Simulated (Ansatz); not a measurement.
Abridged output of a molecular run in Ansatz:

```
Functional definition: HF
864 factors; integrals over basis functions are off by at most 1.2e-3 eV
mean field evaluation 1: about -11020.8118 eV, gradient 1.9e1 eV
mean field evaluation 2: about -11020.8202 eV, gradient 1.9e1 eV
mean field evaluation 4: about -11023.8025 eV, gradient 3.6e0 eV
mean field evaluation 8: about -11024.2011 eV, gradient 1.1e0 eV
mean field evaluation 16: about -11024.3609 eV, gradient 4.1e-5 eV
mean field -11024.36089671 eV, -405.1377903740 hartree, gradient 1.3e-6 eV, S^2 1.165103; 4 other end points of the search recorded, 0 dependent functions left out
8 core orbitals not correlated: weight in the atoms' cores, before any rotation towards them, 1.000 or more for the frozen orbitals, at most 0.000 for the correlated occupied ones
reference -11024.36089671 eV, -405.1377903740 hartree; 11, 10 occupied and 66, 67 virtual orbitals, 864 factors
second order -11.73613207 eV of doubles, -0.00000000 eV of singles
cycle   1  -12.64940343 eV  change   -9.1e-1 eV  update   1.1e-1
cycle   2  -13.24663240 eV  change   -6.0e-1 eV  update   5.6e-2
cycle   3  -13.48527833 eV  change   -2.4e-1 eV  update   3.9e-2
cycle   4  -13.56358716 eV  change   -7.8e-2 eV  update   2.1e-2
cycle   5  -13.56935441 eV  change   -5.8e-3 eV  update   6.8e-3
cycle   6  -13.57486567 eV  change   -5.5e-3 eV  update   3.3e-3
cycle   7  -13.57825192 eV  change   -3.4e-3 eV  update   1.7e-3
cycle   8  -13.57877282 eV  change   -5.2e-4 eV  update   8.5e-4
cycle   9  -13.57897061 eV  change   -2.0e-4 eV  update   3.7e-4
cycle  10  -13.57938353 eV  change   -4.1e-4 eV  update   1.9e-4
cycle  11  -13.57945618 eV  change   -7.3e-5 eV  update   1.3e-4
cycle  12  -13.57950830 eV  change   -5.2e-5 eV  update   1.1e-4
cycle  13  -13.57950345 eV  change    4.9e-6 eV  update   8.5e-5
cycle  14  -13.57945972 eV  change    4.4e-5 eV  update   5.6e-5
cycle  15  -13.57944820 eV  change    1.2e-5 eV  update   3.7e-5
cycle  16  -13.57944414 eV  change    4.1e-6 eV  update   2.0e-5
perturbative correction -0.49696458 eV, -0.0182631116 hartree
Total energy: -11038.43730544 eV, -405.6550888534 hartree
Checks for a lower state left out: cluster_reference
```

Its atoms:

Cartesian coordinates in Å:
```
C 0.137 1.628 -2.532
C 0.198 0.745 -1.703
Si 0.274 -0.558 -0.415
C -0.338 0.118 1.210
H 1.685 -1.007 -0.316
H -0.564 -1.693 -0.878
H -0.295 -0.654 1.982
H 0.275 0.962 1.532
H -1.372 0.458 1.121
```

Question: Which basis set was used?
A. def2-SVP
B. def2-TZVPP
C. def2-TZVPPD
D. def2-QZVPP

Answer: A. It gives 85 functions.

Question: Write the keys of the input that set method, charge and spin (a neutral closed shell needs none for the last two).

Answer: 
```yaml
magnetization: {spin_polarized: true, initial_magnetization: 1}
correlation: {method: ccsd_t}
scf: {omitted_lower_state_checks: [cluster_reference]}
```
